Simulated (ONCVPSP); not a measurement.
**Plane-wave convergence, ONCV potential for Cs (Z = 55)**

Cs, optimised norm-conserving Vanderbilt (ONCV), made with ONCVPSP 4.0.1 (PBEsol, scalar-relativistic). Core [Kr] 4d10, reference 5s2 5p6 6s1. Waves: 5s+6s: rc 3.00 bohr, ncon 4, nbas 8, qcut 5 1/bohr, 3 projectors, debl 3.5 Ha; 5p: rc 3.20 bohr, ncon 3, nbas 6, qcut 5.1 1/bohr, 2 projectors, debl 1.7 Ha; d scattering state at 0.17 Ha: rc 2.65 bohr, ncon 4, nbas 7, qcut 3.2 1/bohr, local; f scattering state at 0.47 Ha: rc 2.65 bohr, ncon 4, nbas 9, qcut 3.8 1/bohr, 2 projectors, debl 0.6 Ha. Local part: the d channel. Core correction: Teter function, fcfact 4.5, rcfact 1.25.

In the d channel the program set the typed energies aside and used 0.050 Ha.

Question: For each optimised wave give the share of its norm inside rc, the residual kinetic energy above qcut (Ha) and the cutoffs (Ha) for errors of 10, 1, 0.1 and 0.01 mHa per electron.

Answer:

| wave | norm inside rc | residual KE | 10 mHa | 1 mHa | 0.1 mHa | 0.01 mHa |
| --- | --- | --- | --- | --- | --- | --- |
| 5s | 0.968 | 1.1e-08 | 4.1 | 6.4 | 8.1 | 9.4 |
| 6s | 0.061 | 5.1e-09 | 1.4 | 5.3 | 7.5 | 9.0 |
| s projector 3 | 0.151 | 7.4e-05 | 7.7 | 9.8 | 12.2 | 23.3 |
| 5p | 0.917 | 9.7e-09 | 2.8 | 3.8 | 5.3 | 8.2 |
| p projector 2 | 0.315 | 2.4e-07 | 3.5 | 7.5 | 10.2 | 11.2 |
| d projector 1 | 0.364 | 1.6e-04 | 2.9 | 4.2 | 5.5 | 9.6 |
| f projector 1 | 0.385 | 8.5e-02 | 31.8 | 49.9 | 61.8 | 88.7 |
| f projector 2 | 0.200 | 2.3e-01 | 16.0 | 42.4 | 60.0 | 64.9 |

The occupied waves need 6.4 Ha and 8.1 Ha for 1 and 0.1 mHa. The cutoffs count occupied waves only; projector 1 of the f channel, the hardest unoccupied one, needs 50 Ha at the loose tolerance.
